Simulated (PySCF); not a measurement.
## How the method moves the HOMO and LUMO of `F[Si@@H]1CC[C@H]1Cl`

C3H6ClFSi.
Z-matrix (Å and degrees, PBE0-D3(BJ)/def2-SVP geometry), rows numbered from 1:
```
F 
Si  1  1.6249
C   2  1.8783  1  119.59
C   3  1.5531  2   86.05  1  -138.34
C   4  1.5491  3  100.02  2    25.91
Cl  5  1.7756  2  122.95  1  -102.26
H   2  1.4868  1  107.37  3   135.05
H   3  1.0982  2  121.23  1   103.42
H   3  1.1014  2  111.69  1   -26.76
H   4  1.1020  3  110.51  2   -88.71
H   4  1.1011  3  115.57  2   149.14
H   5  1.1009  2  111.63  1    28.25
```

Basis pcSseg-1 throughout (PySCF), one geometry. The structure is a single PBE0-D3(BJ)/def2-SVP conformer in the gas phase; no vibrational or solvent corrections.

Problem. How do the orbital energies, the gap and the dipole change with the method?

Solution. 
| method | kind | HOMO (eV) | LUMO (eV) | gap (eV) | μ (D) | SCF cycles |
| --- | --- | --- | --- | --- | --- | --- |
| BLYP | GGA | -6.35 | -0.57 | 5.78 | 2.18 | 13 |
| PBE | GGA | -6.50 | -0.75 | 5.75 | 2.24 | 14 |
| OPBE | GGA | -6.50 | -0.69 | 5.82 | 2.28 | 14 |
| B97-D | GGA | -6.51 | -0.61 | 5.90 | 2.25 | 14 |
| KT2 | GGA | -6.61 | -0.89 | 5.72 | 2.26 | 15 |
| BP86 | GGA | -6.62 | -0.82 | 5.79 | 2.26 | 14 |
| KT3 | GGA | -6.62 | -0.82 | 5.81 | 2.22 | 15 |
| LDA | LDA | -6.63 | -0.97 | 5.66 | 2.30 | 14 |
| B3LYP | global hybrid | -7.60 | 0.04 | 7.64 | 2.27 | 13 |
| B97-2 | global hybrid | -7.61 | 0.20 | 7.81 | 2.33 | 14 |
| PBE0 | global hybrid | -7.86 | 0.23 | 8.08 | 2.34 | 13 |
| mPW1PW91 | global hybrid | -7.89 | 0.22 | 8.11 | 2.34 | 13 |
| BHandHLYP | global hybrid | -9.08 | 1.29 | 10.37 | 2.37 | 12 |
| CAM-B3LYP | range-separated hybrid | -9.20 | 1.38 | 10.59 | 2.29 | 12 |
| wB97X-D | range-separated hybrid | -9.75 | 2.05 | 11.80 | 2.37 | 13 |
| LC-wPBE | range-separated hybrid | -10.59 | 2.56 | 13.16 | 2.33 | 14 |
| HF | Hartree–Fock | -10.99 | 3.76 | 14.75 | 2.50 | 10 |

The HOMO spans 4.64 eV, from BLYP down to HF, and the gap runs from 5.66 eV (LDA) to 14.75 eV (HF). Over the methods BLYP (0 %), PBE (0 %), OPBE (0 %), B97-D (0 %), KT2 (0 %), BP86 (0 %), KT3 (0 %), LDA (0 %), B3LYP (20 %), B97-2 (21 %), PBE0 (25 %), mPW1PW91 (25 %), BHandHLYP (50 %), HF (100 %), a straight line through the gap against the share of exact exchange rises by 0.90 eV for each 10 % (correlation coefficient 1.000). The dipole ranges from 2.18 D (BLYP) to 2.50 D (HF). This basis has no diffuse functions.
